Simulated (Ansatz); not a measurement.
Program: Ansatz 0.2.0.

A structure relaxed at PBE0-D4/def2-TZVP, charge 0, multiplicity 1:

```xyz
12

O    -1.586    1.962    0.230
Al   -1.292    0.323   -0.128
C    -0.171   -0.687    1.177
O     0.889   -1.364    0.453
Si    1.616   -0.444   -0.677
H    -2.183    2.508   -0.278
H    -2.108   -0.417   -1.271
H     0.265   -0.055    1.960
H    -0.742   -1.467    1.690
H     2.239   -1.291   -1.717
H     0.493    0.381   -1.300
H     2.579    0.550   -0.141
```

Problem. Give its formula and SMILES.

Solution. CH7AlO2Si, `[OH][AlH][CH2]O[SiH3]`.

Problem. Summarise the bond lengths by kind.

Solution. 1 × Al–O 1.703 Å; 1 × H–O 0.955 Å; 1 × Al–C 1.995 Å; 1 × Al–H 1.588 Å; 1 × C–O 1.451 Å; 2 × C–H 1.094 to 1.096 Å; 1 × O–Si 1.628 Å; 3 × H–Si 1.479 to 1.526 Å.
